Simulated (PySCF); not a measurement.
All numbers come from PBE0 in PySCF with Sn def2-TZVP with ECP28, H def2-TZVP; scalar-relativistic core potentials, no spin–orbit coupling; density-fitted integrals.

Each entry is the lowest minimum that a search over a few typed start shapes (and spin states, where more than one is plausible) found, or that minimum re-optimised at the stated level; isomers with ligand–ligand bonds, or fragments after loss of a ligand pair, can lie lower. Open shells are unrestricted.

SnH2 is a singlet of C2v symmetry with Sn–H 1.773 Å (×2); H–Sn–H 90.6°. Its wavenumbers are 791, 1732, 1736 cm⁻¹.

Task: What changes when one electron is removed, giving SnH₂⁺?

Result: It costs 8.54 eV between the minima (8.55 eV with zero-point energy). SnH₂⁺ is a doublet of C2v symmetry with Sn–H 1.725 Å (×2); H–Sn–H 120.1°; wavenumbers 679, 1787, 1875 cm⁻¹.

With an element this heavy the missing spin–orbit coupling can shift these numbers.
